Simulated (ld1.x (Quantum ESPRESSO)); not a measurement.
Building the TM potential for hydrogen (BP86, non-relativistic).

The input file (ld1.x (Quantum ESPRESSO) 7.5):

```
&input
   title='H', zed=1., rel=0, dft='BP', iswitch=3,
   config='1s1 2p-2',
   nld=2, rlderiv=0.90, eminld=-2.0, emaxld=5.0, deld=0.02
 /
 &inputp
   pseudotype=2, tm=.true., lloc=-1, rcloc=0.55,
   nlcc=.false.,
   file_pseudopw='H.UPF', file_wfcaegen='ae.wfc', file_wfcncgen='nc.wfc', file_beta='beta', file_chi='chi'
 /
2
1S  1  0   1.00   0.00  0.80  0.80  0.0
2P  2  1  -2.00   0.35  0.75  0.75  0.0
 &test
   configts(1)='1s1'
 /
```

Command:

```bash
ld1.x < H.in > H.out
```

Resulting log (shortened: banner, matrices, multipoles, cross overlaps and the repeated all-electron block are left out):

```
Program LD1 v.7.5
     --------------------------- All-electron run ----------------------------

     H

     atomic number is  1.00
     dft =BP   lsd =0 sic =0 latt =0  beta=0.20 tr2=1.0E-14
     Exchange-correlation= BP
                           (   1   1   1   1   0   0   0)
     mesh = 929 r(mesh) =  99.48432 a.u. xmin = -7.00 dx = 0.01250
     1 Ry =  13.60569312 eV

     n l     nl                  e(Ry)          e(Ha)          e(eV)
     1 0     1S 1( 1.00)        -0.4874        -0.2437        -6.6319

     final scf error:  4.8E-15 reached in  23 iterations

     Etot =      -0.931006 Ry,      -0.465503 Ha,     -12.666977 eV

     Ekin =       0.895323 Ry,       0.447661 Ha,      12.181490 eV
     Encl =      -1.890512 Ry,      -0.945256 Ha,     -25.721726 eV
     Eh   =       0.580833 Ry,       0.290417 Ha,       7.902639 eV
     Exc  =      -0.516650 Ry,      -0.258325 Ha,      -7.029380 eV

     normalization and overlap integrals

     s(1S/1S) =  1.000000  <r> =   1.6291  <r2> =    3.6168  r(max) =   1.0253

     ------------------------ End of All-electron run ------------------------

     --------------------- Generating NC pseudopotential ---------------------

      Generating local potential from pseudized AE potential:
      Matching radius rcloc =   0.5500

      Local pseudo, rcloc= 0.549 Estimated cut-off energy=    75.20 Ry

      Wfc   1S  rcut= 0.799  Using Troullier-Martins method

      Wfc   2P  rcut= 0.741  Using Troullier-Martins method

     ------------------- End of pseudopotential generation -------------------

     Computing logarithmic derivative in   0.89922
     Computing logarithmic derivative in   0.89922
     Computing the partial wave expansion
     R is outside the sphere for l=    0 j= 0.00
     R is outside the sphere for l=    1 j= 0.00

     ---------------------- Testing the pseudopotential ----------------------

     H

     atomic number is  1.00   valence charge is  1.00
     dft =BP   lsd =0 sic =0 latt =0  beta=0.20 tr2=1.0E-14
     mesh = 929 r(mesh) =  99.48432 xmin = -7.00 dx = 0.01250

     n l     nl             e AE (Ry)        e PS (Ry)    De AE-PS (Ry)
     1 0     1S   1( 1.00)       -0.48744       -0.48744        0.00000

     eps = 5.5E-15  iter =  4

     Etot =      -0.931006 Ry,      -0.465503 Ha,     -12.666977 eV
     Etotps =    -0.930858 Ry,      -0.465429 Ha,     -12.664964 eV

     Ekin =       0.885729 Ry,       0.442864 Ha,      12.050955 eV
     Encl =      -1.805511 Ry,      -0.902756 Ha,     -24.565229 eV
     Ehrt =       0.580667 Ry,       0.290334 Ha,       7.900379 eV
     Ecxc =      -0.516184 Ry,      -0.258092 Ha,      -7.023036 eV
     Epseu=      -0.075559 Ry,      -0.037780 Ha,      -1.028034 eV

     ---------------------- End of pseudopotential test ----------------------
```

Generation and configuration tests took about 2 s on one core of a shared server CPU.

Transferability test of the new file with ld1.x, input:

```
&input
   title='H', zed=1., rel=0, dft='BP', iswitch=2,
   config='1s1 2p-2'
 /
 &test
   file_pseudo='H.UPF', nconf=2,
   configts(1)='1s1',
   configts(2)='1s0.5'
 /
```

```bash
ld1.x < H.test.in > H.test.out
```

Pseudopotential blocks of its output, shortened (energy terms left out):

```
     ---------------------- Testing the pseudopotential ----------------------

     n l     nl             e AE (Ry)        e PS (Ry)    De AE-PS (Ry)
     1 0     1S   1( 1.00)       -0.48744       -0.48744        0.00000

     eps = 7.0E-15  iter =  3

     Etot =      -0.931006 Ry,      -0.465503 Ha,     -12.666978 eV
     Etotps =    -0.930858 Ry,      -0.465429 Ha,     -12.664965 eV

     ---------------------- End of pseudopotential test ----------------------

          ---------------------- Testing the pseudopotential ----------------------

     n l     nl             e AE (Ry)        e PS (Ry)    De AE-PS (Ry)
     1 0     1S   1( 0.50)       -0.94289       -0.94279       -0.00011

     eps = 1.1E-15  iter =  5

     Etot =      -0.575788 Ry,      -0.287894 Ha,      -7.833989 eV
     Etotps =    -0.575659 Ry,      -0.287829 Ha,      -7.832234 eV
     dEtot_ae =       0.355218 Ry
     dEtot_ps =       0.355199 Ry,   Delta E=       0.000019 Ry

     ---------------------- End of pseudopotential test ----------------------
```
